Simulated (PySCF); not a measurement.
# Simulated absorption spectrum

Species: Br₃ClSi.
Structure used (PBE0-D3(BJ)/def2-SVP), in Å, numbered top down from 1:
```
atom  x, y, z in Å
Cl1    0.011    0.070    2.047
Si2    0.019   -0.019    0.005
Br3    2.004   -0.669   -0.680
Br4   -0.443    1.973   -0.805
Br5   -1.498   -1.461   -0.664
```

Level of theory: PySCF 2.14.0, density-fitted response routines, TDDFT wB97X-D/def2-SVPD, vertical, gas phase, core orbitals frozen in the response. Relativistic effects, spin–orbit coupling among them, are left out although an element past zinc is present.

Broadening: Gaussians 0.25 eV wide at half height, area fixed by f = 4.319×10⁻⁹ ∫ε dν̃. The width is an assumption, not a result. The curve ends short of the highest state used, and states not computed would add to its high-energy end.

```json
{"λ (nm)": "177.8", "ε (L mol⁻¹ cm⁻¹)": "10269"}
{"λ (nm)": "179.6", "ε (L mol⁻¹ cm⁻¹)": "13048"}
{"λ (nm)": "181.5", "ε (L mol⁻¹ cm⁻¹)": "10724"}
{"λ (nm)": "183.3", "ε (L mol⁻¹ cm⁻¹)": "5965"}
{"λ (nm)": "185.1", "ε (L mol⁻¹ cm⁻¹)": "2298"}
{"λ (nm)": "186.9", "ε (L mol⁻¹ cm⁻¹)": "627"}
{"λ (nm)": "188.7", "ε (L mol⁻¹ cm⁻¹)": "129"}
{"λ (nm)": "190.5", "ε (L mol⁻¹ cm⁻¹)": "51"}
{"λ (nm)": "192.3", "ε (L mol⁻¹ cm⁻¹)": "138"}
{"λ (nm)": "194.2", "ε (L mol⁻¹ cm⁻¹)": "412"}
{"λ (nm)": "196.0", "ε (L mol⁻¹ cm⁻¹)": "839"}
{"λ (nm)": "197.8", "ε (L mol⁻¹ cm⁻¹)": "1254"}
{"λ (nm)": "199.6", "ε (L mol⁻¹ cm⁻¹)": "1398"}
{"λ (nm)": "201.4", "ε (L mol⁻¹ cm⁻¹)": "1181"}
{"λ (nm)": "203.2", "ε (L mol⁻¹ cm⁻¹)": "766"}
{"λ (nm)": "205.1", "ε (L mol⁻¹ cm⁻¹)": "371"}
{"λ (nm)": "206.9", "ε (L mol⁻¹ cm⁻¹)": "146"}
{"λ (nm)": "208.7", "ε (L mol⁻¹ cm⁻¹)": "46"}
{"λ (nm)": "210.5", "ε (L mol⁻¹ cm⁻¹)": "12"}
{"λ (nm)": "212.3", "ε (L mol⁻¹ cm⁻¹)": "2"}
{"λ (nm)": "214.1", "ε (L mol⁻¹ cm⁻¹)": "0"}
{"λ (nm)": "216.0", "ε (L mol⁻¹ cm⁻¹)": "0"}
{"λ (nm)": "217.8", "ε (L mol⁻¹ cm⁻¹)": "0"}
{"λ (nm)": "219.6", "ε (L mol⁻¹ cm⁻¹)": "0"}
```

Task: Locate the maxima and give the states behind the curve.

Result: 199 nm (6.22 eV), ε about 1400, made up of S2 (49%) and S3 (51%); 180 nm (6.90 eV), ε about 13000, made up of S4 (32%), S5 (33%) and S6 (35%) (ε in L mol⁻¹ cm⁻¹; maxima over ε = 5, shares over 10%). The states used: S1 6.02 eV (f 0.0000); S2 6.22 eV (f 0.0064); S3 6.22 eV (f 0.0066); S4 6.88 eV (f 0.039); S5 6.89 eV (f 0.040); S6 6.92 eV (f 0.043); S7 7.51 eV (f 0.024); S8 7.51 eV (f 0.024); S9 7.57 eV (f 0.0001).

Task: Coming from long wavelengths, where does ε first pass 100 L mol⁻¹ cm⁻¹?

Result: At about 208 nm (5.97 eV), 0.05 eV below S1.

Task: On this curve, what absorbance would a 10⁻⁵ mol/L sample give at 193 nm over a 1 cm path?

Result: 193 nm is 6.424 eV, where ε is about 210 L mol⁻¹ cm⁻¹, so A = ε c l ≈ 0.0021 (Beer–Lambert, with the gas-phase spectrum and the assumed width).

Task: What would ε be at 6.90 eV, the highest of these maxima, with half the width (0.125 eV)?

Result: About 25100 L mol⁻¹ cm⁻¹ against 13100, a factor of about 1.9; a lone state at its own centre would give exactly 2.

The vertical ionisation energy (ΔSCF) is 10.91 eV, 3.33 eV above S9.
